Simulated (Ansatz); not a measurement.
One change: `OC1(F)BN1` becomes `OC1BN1`.

Ansatz, PBE0-D4/def2-TZVP geometries, multiplicity 1. Each molecule was computed in one conformer, which needn't be the lowest.

```csv
property,`OC1(F)BN1`
HOMO energy (ωB97M-V/def2-TZVPP) / eV,-10.14
LUMO energy (PBE0/def2-TZVPP) / eV,-0.26
LUMO energy (ωB97M-V/def2-TZVPP) / eV,1.66
"ideal-gas entropy at 298 K and 1 bar (rigid rotor, harmonic PBE0-D4/def2-TZVP) / J/(mol·K)",294
zero-point energy (PBE0-D4/def2-TZVP) / kJ/mol,133.8
HOMO–LUMO gap (PBE/def2-TZVPP) / eV,5.08
```

(1) Give the same properties after the change, and the shifts. (Best estimate.)

Answers

(1) Ansatz gave: 
```
                                                                                  property  `OC1BN1`  shift
                                                     HOMO energy (ωB97M-V/def2-TZVPP) / eV     -9.79   0.35
                                                        LUMO energy (PBE0/def2-TZVPP) / eV      0.12   0.38
                                                     LUMO energy (ωB97M-V/def2-TZVPP) / eV      1.97   0.31
ideal-gas entropy at 298 K and 1 bar (rigid rotor, harmonic PBE0-D4/def2-TZVP) / J/(mol·K)       278    -16
                                            zero-point energy (PBE0-D4/def2-TZVP) / kJ/mol     154.6   20.8
                                                       HOMO–LUMO gap (PBE/def2-TZVPP) / eV      5.21   0.13
```
